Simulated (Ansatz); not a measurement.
## A ladder of methods for InCl (SMILES [Cl][In])

The species is InCl (2 atoms), meant as a singlet with charge 0. As SMILES, `[Cl][In]`. The shape comes from GFN2-xTB, which is rough for such elements, and wasn't checked as a minimum.

```xyz
2

Cl    0.0000    0.0000    0.0000
In    0.0000    0.0000    2.3857
```

Quantity: the electronic atomisation energy, in eV. The values are calculated. Electronic energies at fixed atoms, without zero-point motion or spin-orbit coupling.

```
          level                    kind  program  value (eV)  less FCI/STO-3G  CPU time (all runs)
  revPBE/STO-3G                     GGA   Ansatz        6.59            +0.80                2.1 s
  r2SCAN/STO-3G                meta-GGA   Ansatz        6.74            +0.95                6.7 s
    PBE0/STO-3G           global hybrid   Ansatz        6.54            +0.75                1.9 s
   wB97X/STO-3G  range-separated hybrid   Ansatz        6.42            +0.63                7.5 s
  B2PLYP/STO-3G           double hybrid   Ansatz        6.22            +0.43                2.5 s
 RPA@PBE/STO-3G                     RPA   Ansatz        4.65            -1.14                2.9 s
 BCCD(T)/STO-3G   coupled cluster or CI   Ansatz        5.79             0.00               0.91 s
CCSDT(Q)/STO-3G   coupled cluster or CI   Ansatz        5.79             0.00                2.2 s
     FCI/STO-3G      exact in the basis   Ansatz        5.79             0.00                1.1 s
```

FCI/STO-3G is exact within its basis and frozen core, so for wave-function methods in that basis the difference is their error; functionals converge differently with the basis, so for them it is only a difference. All-electron rows without a relativistic Hamiltonian named are non-relativistic. The values span 4.65 to 6.74 eV. All rows use very small basis sets, so none should be taken for the real molecule's value. In the correlated wave-function rows the outer d shell of In is correlated, in sets not made for it. In so small a basis fixed costs decide the times, and correlated methods can beat functionals. Times are those of the runs behind each value, whatever else they computed, on shared processors of several kinds: orders of magnitude only.
